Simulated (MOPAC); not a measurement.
MOPAC input (AM1):

```
AM1 1SCF GEO-OK AUX(PRECISION=9) THREADS=1
F2Si

Si    0.01529876 1    0.01273124 1    0.57681924 1
F     1.02401244 1   -0.69021782 1   -0.46109671 1
F    -1.04781051 1    0.67041367 1   -0.43617766 1
```

Output:

```
 *******************************************************************************
 **                                                                           **
 **                              MOPAC v23.2.5                                **
 **                                                                           **
 *******************************************************************************
 ** MOPAC's Digital Object Identifier: https://doi.org/10.5281/zenodo.6511958 **
 **                                                                           **
 ** Please cite the open-source release paper for use of this MOPAC version:  **
 ** J. E. Moussa and J. J. P. Stewart (2026)                                  **
 ** MOPAC: An open-source semiempirical molecular orbital program             **
 ** J. Open Source Softw., 11(119), 8025, https://doi.org/10.21105/joss.08025 **
 *******************************************************************************

                              AM1 CALCULATION RESULTS

 *******************************************************************************
 *  AM1        - The AM1 Hamiltonian to be used
 *  GEO-OK     - OVERRIDE INTERATOMIC DISTANCE AND OTHER SAFETY CHECKS
 *  1SCF       - DO 1 SCF AND THEN STOP
 *  AUX        - OUTPUT AUXILIARY INFORMATION
 *******************************************************************************
AM1 1SCF GEO-OK AUX(PRECISION=9) THREADS=1
 F2Si

   ATOM   CHEMICAL          X               Y               Z
  NUMBER   SYMBOL      (ANGSTROMS)     (ANGSTROMS)     (ANGSTROMS)

     1      Si          0.01529876  *   0.01273124  *   0.57681924  *
     2       F          1.02401244  *  -0.69021782  *  -0.46109671  *
     3       F         -1.04781051  *   0.67041367  *  -0.43617766  *

          CARTESIAN COORDINATES

    NO.       ATOM           X           Y           Z

     1        Si          0.0153      0.0127      0.5768
     2         F          1.0240     -0.6902     -0.4611
     3         F         -1.0478      0.6704     -0.4362

  F: (AM1): M.J.S. DEWAR AND E. G. ZOEBISCH, THEOCHEM, 180, 1 (1988).
 Si: (AM1): M.J.S.DEWAR, C. JIE, ORGANOMETALLICS, 6, 1486-1490 (1987).

           Empirical Formula: Si F2  =     3 atoms

      MOLECULAR POINT GROUP   :   C2v

      RHF CALCULATION, NO. OF DOUBLY OCCUPIED LEVELS = 9

 -------------------------------------------------------------------------------
 AM1 1SCF GEO-OK AUX(PRECISION=9) THREADS=1
 F2Si

     1SCF WAS SPECIFIED, SO BFGS WAS NOT USED
     SCF FIELD WAS ACHIEVED

                              AM1 CALCULATION
                                                       MOPAC v23.2.5 Linux

          FINAL HEAT OF FORMATION =       -154.40175 KCAL/MOL =    -646.01693 KJ/MOL

          COSMO AREA              =         87.51 SQUARE ANGSTROMS
          COSMO VOLUME            =         73.74 CUBIC ANGSTROMS

          IONIZATION POTENTIAL    =          8.114018 EV
          HOMO LUMO ENERGIES (EV) =         -8.114 -0.566
          NO. OF FILLED LEVELS    =          9
          MOLECULAR WEIGHT        =         66.0823         POINT GROUP:  C2v

          MOLECULAR DIMENSIONS (Angstroms)

            Atom       Atom       Distance
            F     3    F     2     2.47879
            F     2   Si     1     1.02607
            F     2    F     3     0.00000

          SCF CALCULATIONS        =          1

   ATOM   CHEMICAL          X               Y               Z
  NUMBER   SYMBOL      (ANGSTROMS)     (ANGSTROMS)     (ANGSTROMS)

     1      Si          0.01529876  *   0.01273124  *   0.57681924  *
     2       F          1.02401244  *  -0.69021782  *  -0.46109671  *
     3       F         -1.04781051  *   0.67041367  *  -0.43617766  *

                             CARTESIAN COORDINATES

   1   Si        0.015298760     0.012731240     0.576819240
   2    F        1.024012440    -0.690217820    -0.461096710
   3    F       -1.047810510     0.670413670    -0.436177660

           Empirical Formula: Si F2  =     3 atoms

      MOLECULAR POINT GROUP   :   C2v

                  EIGENVALUES
 -48.28706 -47.82742 -17.44345 -15.69162 -15.65897 -15.22887 -14.24836 -14.19399
  -8.11402  -0.56637   2.33196   3.21887

              NET ATOMIC CHARGES AND DIPOLE CONTRIBUTIONS

  ATOM NO.   TYPE          CHARGE      No. of ELECS.   s-Pop       p-Pop
    1         Si           0.914509        3.0855     1.50608     1.57941
    2          F          -0.457255        7.4573     1.87709     5.58016
    3          F          -0.457255        7.4573     1.87709     5.58016
 DIPOLE           X         Y         Z       TOTAL
 POINT-CHG.     0.119     0.099     4.504     4.507
 HYBRID        -0.101    -0.084    -3.808     3.810
 SUM            0.018     0.015     0.697     0.697

          ATOMIC ORBITAL ELECTRON POPULATIONS

     Atom    s        px        py        pz
    1 Si   1.50608   0.32856   0.30755   0.94330
    2  F   1.87709   1.84652   1.84715   1.88649
    3  F   1.87709   1.83875   1.85140   1.89002

 **********************
 *                    *
 * JOB ENDED NORMALLY *
 *                    *
 **********************

 == MOPAC DONE ==
```
